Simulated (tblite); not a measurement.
Compound: C₅H₉ClOSi₂.
Numbering: `[SiH3:1][C@H:2]([Cl:3])[SiH2:4][c:5]1[cH:6][cH:7][cH:8][o:9]1` (hydrogens: H10, H11, H12 on Si1; H13 on C2; H14, H15 on Si4; H16 on C6; H17 on C7; H18 on C8)

Computed geometry: GFN2-xTB, gas phase.

(1) Give the optimised bond lengths and angles.

Answers

(1) 
```tsv
bond	length (Å)	order
Si1–C2	1.911	single
C2–Cl3	1.801	single
C2–Si4	1.908	single
Si4–C5	1.871	single
C5–C6	1.369	aromatic
C6–C7	1.412	aromatic
C7–C8	1.362	aromatic
C8–O9	1.338	aromatic
C5–O9	1.357	aromatic
Si1–H10, Si1–H11, Si1–H12	1.462	single
C2–H13	1.090	single
Si4–H14	1.467	single
Si4–H15	1.463	single
C6–H16	1.071	single
C7–H17	1.071	single
C8–H18	1.073	single
```

Bonds in one row agree within 0.01 Å and their mean is given. Orders are formal, as drawn. A selection of angles:
```tsv
angle	degrees
C2–Si1–H10	108.4
H10–Si1–H11	111.1
Si1–C2–Cl3	106.5
Si1–C2–Si4	118.0
Si1–C2–H13	109.9
Cl3–C2–Si4	106.8
Cl3–C2–H13	105.0
Si4–C2–H13	109.8
C2–Si4–C5	105.9
C2–Si4–H14	109.0
C2–Si4–H15	110.0
C5–Si4–H14	111.3
C5–Si4–H15	109.4
H14–Si4–H15	111.0
Si4–C5–C6	133.4
Si4–C5–O9	117.6
C6–C5–O9	109.0
C5–C6–C7	106.9
C5–C6–H16	125.9
C7–C6–H16	127.2
C6–C7–C8	105.6
C6–C7–H17	127.4
C8–C7–H17	127.0
C7–C8–O9	110.8
C7–C8–H18	131.8
O9–C8–H18	117.4
C5–O9–C8	107.7
```

Torsions: Si1–C2–Si4–C5 -60° (synclinal); C2–Si4–C5–C6 148° (anticlinal).

The 3 C–C bonds span 1.362 Å (C7–C8, aromatic) to 1.412 Å (C6–C7, aromatic), a spread of 0.050 Å. Si1 (SiH3 silicon) is tetrahedral (angles from 107.8° to 111.1°). O9 (furan-type oxygen) is bent (angle 107.7°). Si4 (SiH2 silicon) is distorted tetrahedral (angles from 105.9° to 111.3°). The 5-membered ring C5–C6–C7–C8–O9 has internal angles of 105.6° to 110.8° (sum 540°, against 540° for a flat polygon); it is planar, 0.00 Å rms from its mean plane, widest ring torsion 0°. Of the pairs four or more bonds apart, Si1···O9 is among the closest relative to their van der Waals radii: 3.75 Å, 104 % of the sum of Bondi's values. The C–Si distances run from 1.871 Å (Si4–C5, drawn single) to 1.911 Å (Si1–C2, drawn single), a spread of 0.040 Å.

Point group: C1 (no symmetry element, even within 0.4 Å). Its GFN2-xTB frequencies are all real (lowest 18 cm⁻¹). The numbers are those of one conformer.

The run took 1.1 s on one thread of an Arm Neoverse V1, no GPU, shared host with 32 logical CPUs at a one-minute load of 24. These figures are those of the optimisation.
